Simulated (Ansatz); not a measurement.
CH2GeN2, SMILES `[C-]#[N+][Ge][NH2]` (excited triplet) (charge 0, multiplicity 3). This triplet is an excited state, 2.59 eV above the relaxed singlet at the level frozen-core CCSD(T)/cc-pVTZ // PBE0-D3(BJ)/def2-TZVP (Ansatz, an electronic-structure program).

The numbers are results of frozen-core fic-MRCISD+Q@CASSCF(2e,2o)/cc-pVTZ // PBE0-D3(BJ)/def2-TZVP run with Ansatz, not measurements.

Ansatz 0.2 input:
```yaml
crystal:
  periodic: [false, false, false]
  atoms:
    - { symbol: C, position_ang: [2.865228, -0.3633, 0.373058] }
    - { symbol: N, position_ang: [1.778724, 0.051317, 0.200179] }
    - { symbol: Ge, position_ang: [0.18962, 0.936247, -0.059152] }
    - { symbol: N, position_ang: [-1.226083, -0.252424, -0.244031] }
    - { symbol: H, position_ang: [-1.926339, -0.166911, 0.484223] }
    - { symbol: H, position_ang: [-1.681152, -0.204929, -1.148839] }
basis:
  gaussian: { orbitals: cc-pVTZ }
correlation:
  method: fic_mrcisd_q
  active_space: { window: { electrons: 2, orbitals: 2 } }
magnetization:
  spin_polarized: false
  initial_magnetization: 2
```

Output:

```
Functional definition: HF
981 factors; integrals over basis functions are off by at most 9.5e-4 eV
mean field evaluation 1: about -60495.2867 eV, gradient 3.6e1 eV
mean field evaluation 2: about -60495.2948 eV, gradient 3.6e1 eV
mean field evaluation 4: about -60499.4998 eV, gradient 5.2e0 eV
mean field evaluation 8: about -60499.7398 eV, gradient 5.8e-1 eV
mean field evaluation 16: about -60493.6499 eV, gradient 9.1e0 eV
mean field evaluation 32: about -60494.7584 eV, gradient 9.9e0 eV
mean field -60499.74588166 eV, -2223.3246529503 hartree, gradient 1.7e-6 eV, S^2 2.000000; 4 other end points of the search recorded, 0 dependent functions left out
reference -60499.74588166 eV, -2223.3246529503 hartree; 28, 26 occupied and 133, 135 virtual orbitals, 981 factors
state -60499.74588166 eV, -2223.3246529503 hartree
contracted CI cycle   1: correlation 0.00000000 eV, 0.0000000000 hartree, residual 4.70e1 eV
contracted CI cycle   2: correlation -15.81385052 eV, -0.5811482875 hartree, residual 7.17e0 eV
contracted CI cycle   3: correlation -16.29666910 eV, -0.5988915430 hartree, residual 1.26e0 eV
contracted CI cycle   4: correlation -16.31291794 eV, -0.5994886769 hartree, residual 2.97e-1 eV
contracted CI cycle   5: correlation -16.31394698 eV, -0.5995264936 hartree, residual 8.18e-2 eV
contracted CI cycle   6: correlation -16.31401626 eV, -0.5995290395 hartree, residual 1.98e-2 eV
contracted CI cycle   7: correlation -16.31402049 eV, -0.5995291949 hartree, residual 4.79e-3 eV
contracted CI cycle   8: correlation -16.31402074 eV, -0.5995292041 hartree, residual 1.22e-3 eV
state -60499.74588166 eV, -2223.3246529503 hartree; corrected -60518.70918434 eV, -2224.0215414702 hartree
Total energy: -60518.70918434 eV, -2224.0215414702 hartree
```
